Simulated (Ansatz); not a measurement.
Reactions of CH$_{5}$GeNS (`[SH][GeH]1[CH2][NH]1`).

Computed with Ansatz on PBE0-D4/def2-TZVP structures; ΔE is electronic, products minus reactants. CBS: MP2 limit from def2 TZ/QZ plus the TZ coupled-cluster correction, frozen cores. This one scheme is used for every species, atoms too. DFT in def2-TZVPP. No spin–orbit coupling; open shells (•) take unrestricted orbitals. Spin–orbit coupling would lower the free atoms: a little for C, S; clearly for Ge. def2 core potentials past Kr. For Br, Ge, In, Sn outer-core shells are correlated without core-valence functions, so the limit isn't a true one: a few kJ/mol of doubt a bond, and 10 to 20 or more in all where bonds break to atoms. Scalar relativity is left out up to krypton. One conformer a species, not always the lowest.

| reaction | PBE-D4 (kJ/mol) | B2PLYP (kJ/mol) | HF/CBS(def2) (kJ/mol) | r2SCAN-D4 (kJ/mol) | CCSD(T)/CBS(def2) (kJ/mol) |
| --- | --- | --- | --- | --- | --- |
| `[SH][GeH]1[CH2][NH]1` + `[NH2][InH][Br]` → `[CH2]1[NH][GeH2]1` + `[NH2][In]([SH])[Br]` | -37 | -40 | -39 | -38 | -43 |
| `[SH][GeH]1[CH2][NH]1` + `C[SiH2][SnH2][F]` → `[F][GeH]1[CH2][NH]1` + `C[SiH2][SnH2][SH]` | -5 | -8 | -14 | -6 | -8 |
| `[SH][GeH]1[CH2][NH]1` → `[NH2][GeH2][CH]=S` | 6 | -16 | -35 | 3 | -10 |
| `[SH][GeH]1[CH2][NH]1` → `C[S][Ge][NH2]` | -193 | -197 | -207 | -187 | -188 |
| `[SH][GeH]1[CH2][NH]1` + H₂ → `[CH2]1[NH][GeH2]1` + H₂S | 30 | 22 | 8 | 30 | 25 |
| `[SH][GeH]1[CH2][NH]1` → C• + Ge• + 5 H• + N• + S• | 2947 | 2831 | 1901 | 2881 | 2883 |
| `[SH][GeH]1[CH2][NH]1` + H–F → `[F][GeH]1[CH2][NH]1` + H₂S | 3 | -8 | -25 | -4 | 4 |
| `[SH][GeH]1[CH2][NH]1` + SiH₄ → `[SiH3][GeH]1[CH2][NH]1` + H₂S | 10 | 20 | 35 | 15 | 15 |
| `[SH][GeH]1[CH2][NH]1` → `N=[CH][GeH2][SH]` | -37 | -51 | -84 | -38 | -42 |

Largest T1 diagnostic: 0.014, for `[NH2][GeH2][CH]=S`.
